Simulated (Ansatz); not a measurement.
Geometry optimisation, Ansatz, RKS r2SCAN-D4/def2-SVP.

Input:

```yaml
crystal:
  periodic: [false, false, false]
  atoms:
    - { symbol: C, position_ang: [-1.2585, -1.6207, -0.7633] }
    - { symbol: S, position_ang: [-0.2722, -0.546, -1.8542] }
    - { symbol: Al, position_ang: [0.613, 0.6502, -0.1594] }
    - { symbol: "N", position_ang: [2.3148, 0.0401, 0.6998] }
    - { symbol: C, position_ang: [-0.2322, 2.2803, 0.4716] }
    - { symbol: O, position_ang: [-1.2632, 2.687, -0.0425] }
    - { symbol: H, position_ang: [-1.8595, -2.2812, -1.3989] }
    - { symbol: H, position_ang: [-0.6337, -2.1406, -0.0811] }
    - { symbol: H, position_ang: [-2.0131, -0.9241, -0.1625] }
    - { symbol: H, position_ang: [2.4868, -0.8806, 0.2789] }
    - { symbol: H, position_ang: [1.9809, -0.1771, 1.7173] }
    - { symbol: H, position_ang: [0.214, 2.8575, 1.3283] }
basis:
  gaussian: { orbitals: def2-SVP }
hamiltonian:
  xc: r2scan
  dispersion: d4
relax:
  f_tol: 0.015
  max_steps: 40
```

Launched with:

```bash
$ ansatz run input.yaml --threads 2 --pin off --max-ram 3072MiB --backend cpu --events-out ev --progress --plain --runs-dir out
```

Task: Where does it end, and by what steps?

Result: It converged. The force dipped under the threshold on the way, but the program's further checks kept it going. After 33 steps the energy has fallen by 1.273 eV; H11 moved furthest, 1.70 Å.

```json
{"step": "0", "energy less start (eV)": "0.0000", "largest force component (eV/Å)": "3.415", "accepted": "yes"}
{"step": "2", "energy less start (eV)": "-0.5733", "largest force component (eV/Å)": "3.068", "accepted": "no"}
{"step": "4", "energy less start (eV)": "-0.8816", "largest force component (eV/Å)": "1.519", "accepted": "yes"}
{"step": "6", "energy less start (eV)": "-0.9787", "largest force component (eV/Å)": "0.233", "accepted": "yes"}
{"step": "8", "energy less start (eV)": "-1.0045", "largest force component (eV/Å)": "0.469", "accepted": "yes"}
{"step": "10", "energy less start (eV)": "-1.0410", "largest force component (eV/Å)": "0.258", "accepted": "yes"}
{"step": "12", "energy less start (eV)": "-1.0720", "largest force component (eV/Å)": "0.826", "accepted": "yes"}
{"step": "14", "energy less start (eV)": "-1.1792", "largest force component (eV/Å)": "0.255", "accepted": "yes"}
{"step": "16", "energy less start (eV)": "-1.2386", "largest force component (eV/Å)": "0.285", "accepted": "yes"}
{"step": "18", "energy less start (eV)": "-1.2596", "largest force component (eV/Å)": "0.197", "accepted": "yes"}
{"step": "20", "energy less start (eV)": "-1.2538", "largest force component (eV/Å)": "0.663", "accepted": "no"}
{"step": "22", "energy less start (eV)": "-1.2697", "largest force component (eV/Å)": "0.143", "accepted": "yes"}
{"step": "24", "energy less start (eV)": "-1.2718", "largest force component (eV/Å)": "0.043", "accepted": "yes"}
{"step": "26", "energy less start (eV)": "-1.2727", "largest force component (eV/Å)": "0.010", "accepted": "yes"}
{"step": "28", "energy less start (eV)": "-1.2730", "largest force component (eV/Å)": "0.054", "accepted": "yes"}
{"step": "30", "energy less start (eV)": "-1.2733", "largest force component (eV/Å)": "0.018", "accepted": "yes"}
{"step": "32", "energy less start (eV)": "-1.2734", "largest force component (eV/Å)": "0.020", "accepted": "yes"}
{"step": "33", "energy less start (eV)": "-1.2734", "largest force component (eV/Å)": "0.015", "accepted": "yes"}
```

```xyz
12
Properties=species:S:1:pos:R:3
C -1.680 -1.352 -0.958
S 0.113 -1.727 -0.729
Al 0.838 0.090 0.227
N 2.547 0.256 0.664
C -0.371 1.661 0.661
O -1.563 1.695 0.413
H -1.909 -1.410 -2.031
H -2.260 -2.117 -0.424
H -1.948 -0.357 -0.578
H 3.271 -0.440 0.509
H 2.957 1.071 1.110
H 0.084 2.574 1.168
```

Whether the end is a true minimum wasn't checked by a vibrational analysis.

The run took 110 s on 2 threads of Intel(R) Xeon(R) 6975P-C (Granite Rapids), with other jobs on the host, peak memory 0.23 GiB.
